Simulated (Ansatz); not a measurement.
Cartesian coordinates (Å):
SMILES: [SbH2+]1[InH2-][SbH2+][InH2-]1
```xyz
12

In     0.3262    -2.1501     0.4554
Sb     1.8627     0.2734    -0.0439
In    -0.3263     2.1498    -0.4571
Sb    -1.8628    -0.2730     0.0449
H      0.4454    -3.1833    -0.9115
H      0.4239    -2.5465     2.1240
H      2.9572     0.6981     1.1745
H      2.9776     0.1729    -1.3127
H     -0.4238     2.5429    -2.1264
H     -0.4454     3.1855     0.9079
H     -2.9749    -0.1720     1.3160
H     -2.9599    -0.6976    -1.1712
```
Charge 0, spin multiplicity 1.

Computed with frozen-core CCSD(T)/def2-TZVPP // CAM-B3LYP-D3(BJ)/def2-SVP (Ansatz, a quantum-chemistry and plane-wave program).

```
Quantity                       Result
----------------------  -------------
HF energy               -861.58236 Ha
MP2 correlation energy    -1.32820 Ha
```

**Question.** Estimate the CCSD correlation energy, the (T) correction, the total energy and the T1 diagnostic.

**Answer.** 
- CCSD correlation energy: -1.33800 Ha
- (T) correction: -0.04043 Ha
- CCSD(T) total energy: -862.96079 Ha
- T1 diagnostic: 0.014
